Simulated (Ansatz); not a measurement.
Relaxation of F5Ta (6 atoms, charge 0, multiplicity 1), to a largest force component of 0.02 eV/Å in at most 40 steps.

These are results of RKS PBE/def2-SVP in Ansatz, not measurements.

```xyz
6
Properties=species:S:1:pos:R:3:forces:R:3
Ta 0.000 0.000 0.000 0.00 0.00 0.00
F 1.930 0.000 0.000 -1.81 0.00 0.00
F 0.000 0.000 1.930 0.00 0.00 -1.10
F 0.000 0.000 -1.930 0.00 0.00 1.10
F -0.965 1.671 0.000 0.90 -1.57 0.00
F -0.965 -1.671 0.000 0.90 1.57 0.00
```

Where does it end, and by what steps?

It converged. After 2 steps the energy has fallen by 0.210 eV; F5 moved furthest, 0.06 Å.

```
step  energy less start (eV)  largest force component (eV/Å)  accepted
   0                  0.0000                           1.811       yes
   1                 -0.2059                           0.255       yes
   2                 -0.2095                           0.009       yes
```

```xyz
6
Properties=species:S:1:pos:R:3
Ta 0.000 0.000 0.000
F 1.870 0.000 0.000
F 0.000 0.000 1.898
F 0.000 0.000 -1.898
F -0.935 1.619 0.000
F -0.935 -1.619 0.000
```

Whether the end is a true minimum wasn't checked by a vibrational analysis.

Run time: 13 s on 2 threads of Arm Neoverse N1, on a shared host, peak memory 0.14 GiB.
